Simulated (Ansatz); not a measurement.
Total energies of C₂H₇BO₂, SMILES `COBOC`.

```json
{"atom": "C1", "x (Å)": "0.396", "y (Å)": "2.059", "z (Å)": "-0.019"}
{"atom": "O2", "x (Å)": "0.143", "y (Å)": "0.684", "z (Å)": "-0.195"}
{"atom": "B3", "x (Å)": "-0.076", "y (Å)": "-0.136", "z (Å)": "0.864"}
{"atom": "O4", "x (Å)": "-0.317", "y (Å)": "-1.452", "z (Å)": "0.684"}
{"atom": "C5", "x (Å)": "-0.358", "y (Å)": "-2.049", "z (Å)": "-0.597"}
{"atom": "H6", "x (Å)": "-0.368", "y (Å)": "2.637", "z (Å)": "-0.544"}
{"atom": "H7", "x (Å)": "0.388", "y (Å)": "2.337", "z (Å)": "1.039"}
{"atom": "H8", "x (Å)": "1.372", "y (Å)": "2.304", "z (Å)": "-0.444"}
{"atom": "H9", "x (Å)": "-0.061", "y (Å)": "0.280", "z (Å)": "1.989"}
{"atom": "H10", "x (Å)": "0.398", "y (Å)": "-2.836", "z (Å)": "-0.642"}
{"atom": "H11", "x (Å)": "-1.341", "y (Å)": "-2.503", "z (Å)": "-0.742"}
{"atom": "H12", "x (Å)": "-0.174", "y (Å)": "-1.324", "z (Å)": "-1.392"}
```

Total charge 0; spin multiplicity 1. The structure was optimised at the PBE0-D4/def2-TZVP level. It is one conformer, not always the lowest. Basis def2-TZVPP, Ansatz 0.2.0.

RPA on PBE orbitals: Hartree–Fock energy of these orbitals -254.35255 Eh, correlation -1.49588 Eh (frozen core).

```csv
functional,energy without D4 (Eh),D4 term (kJ/mol)
LDA (SPW92),-253.77971,–
PBE,-255.58224,-17.1
revPBE,-255.81367,-60.9
BLYP,-255.81842,-38.4
r2SCAN,-255.75752,-4.5
B97M-V,-255.86624,–
PBE0,-255.60343,-14.3
B3LYP,-255.91658,-27.1
r2SCANh,-255.74528,-4.6
r2SCAN0,-255.72806,-5.1
HSE06 (plane-wave form),-255.58989,-13.2
BHLYP,-255.76859,-18.5
CAM-B3LYP,-255.79586,-14.2
LC-ωPBE,-255.74430,–
ωB97X-V,-255.82173,–
ωB97M-V,-255.79523,–
B2PLYP,-255.70374,–
PBE-QIDH,-255.56979,–
```

B3LYP takes the VWN-RPA correlation (the form of Gaussian; ORCA's B3LYP/G). HSE06 is the plane-wave form, built on full-range PBE exchange. The double hybrids freeze the cores in their second-order part.

LC-ωPBE has ω = 0.4 bohr⁻¹.
